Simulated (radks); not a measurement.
Problem. Ionisation of neutral rubidium, [Kr] 5s1, to [Kr] as the strength of local exchange is varied. All-electron calculation, scalar-relativistic Kohn-Sham, Slater X-alpha exchange (alpha = 2/3 is LDA exchange), no correlation, spin-polarised, spherical densities, finite nucleus; open shells are filled with parallel spins first (spin-orbit coupling, left out, can overturn this in heavy ions); Fermi nuclear charge, rms radius 4.2036 fm. Program: a radial shooting solver on a logarithmic mesh with Libxc functionals.

| alpha | E(Rb) (hartree) | exchange (hartree) | IE (eV) | -e of the level emptied (eV) | <r> of it (bohr) |
|---|---|---|---|---|---|
| 0.59 | -2963.50591 | -82.60341 | 3.611 | 1.829 (5s) | 5.485 |
| 0.667 | -2974.31843 | -93.71014 | 3.904 | 2.116 (5s) | 5.283 |
| 0.704 | -2979.52747 | -99.07383 | 4.048 | 2.260 (5s) | 5.193 |
| 0.776 | -2989.68894 | -109.56087 | 4.336 | 2.550 (5s) | 5.029 |
| 0.851 | -3000.30882 | -120.55448 | 4.646 | 2.868 (5s) | 4.872 |
| 0.96 | -3015.80670 | -136.65835 | 5.114 | 3.355 (5s) | 4.665 |
| ? | -2978.25961 | -97.76756 | 4.013 | 2.224 (5s) | 5.215 |

Which alpha was used in the last row?

Solution. alpha = 0.695. NIST Atomic Spectra Database: 4.177 eV (measured). The Delta-SCF value meets it near alpha = 0.74.
